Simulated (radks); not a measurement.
Question: Radial electron density D(r) = 4 pi r^2 rho(r) of an atom or ion with 9 electrons. All-electron calculation, non-relativistic Kohn-Sham, TASK exchange with Perdew-Wang LDA correlation, spin-unpolarised, spherical densities, point nucleus; meta-GGA in the generalised Kohn-Sham scheme. Program: a radial shooting solver on a logarithmic mesh with Libxc functionals.

r (bohr),D(r) (e/bohr)
0.00669,0.2978
0.008437,0.4541
0.01073,0.6946
0.01353,1.033
0.0172,1.528
0.02169,2.182
0.02757,3.062
0.03477,4.099
0.0442,5.287
0.05574,6.390
0.07085,7.237
0.08936,7.528
0.1127,7.205
0.1433,6.484
0.1807,6.068
0.2297,6.722
0.2896,8.574
0.3682,10.79
0.4643,11.62
0.5903,10.02
0.7444,6.718
0.9464,3.313
1.193,1.364
1.517,0.7532
1.913,0.6554
2.413,0.4421
3.068,0.1728
3.869,0.03656
4.918,0.003280
6.202,0.0001250

What is the nuclear charge?

Answer: Z = 12. The innermost maximum, from 1s, lies near 1/Z = 0.0833 bohr (found: 0.0886), and its height grows with Z. The density is that of the magnesium ion Mg3+ in 1s1 2s2 2p5 3s1; the configuration itself is not fixed sharply by these data, and Z only to about a unit. D(r) has 2 maxima, at r = 0.0886, 0.453 bohr, and minima at 0.181 bohr, inside which lie 1.03 electrons.
